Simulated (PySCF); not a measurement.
Dipole response of Nb (niobium, neutral)

[Kr] 4d5, high-spin 6S determinant (an excited configuration). Computed with PySCF 2.14 in def2-TZVPPD with the def2 core potential (28 electrons), with scalar relativity through the core potential. Coupled (time-dependent) response in atomic units; α is the mean over directions.

| method | mean α (bohr³) | C₆ (like pair) | S(−4) |
| --- | --- | --- | --- |
| UHF | 56.42 | 305.6 | 9499 |
| PBE | 74.64 | 396.0 | 20780 |
| PBE0 | 66.44 | 362.5 | 14260 |
| BHandHLYP | 60.70 | 323.9 | 12000 |
| M06-L | 83.01 | 451.8 | 24410 |

S(−4) is the Cauchy moment in α(ω) = α(0) + S(−4) ω² + …

α(iu) at M06-L:

| u (hartree) | α(iu) (bohr³) |
| --- | --- |
| 0 | 83.01 |
| 0.0500 | 50.93 |
| 0.100 | 29.56 |
| 0.200 | 17.49 |
| 0.300 | 13.63 |
| 0.500 | 10.10 |
| 0.750 | 7.536 |
| 1.00 | 5.768 |
| 1.50 | 3.580 |
| 2.00 | 2.384 |
| 3.00 | 1.243 |
| 5.00 | 0.4985 |

Energies and moments cover only the electrons outside the core potential.
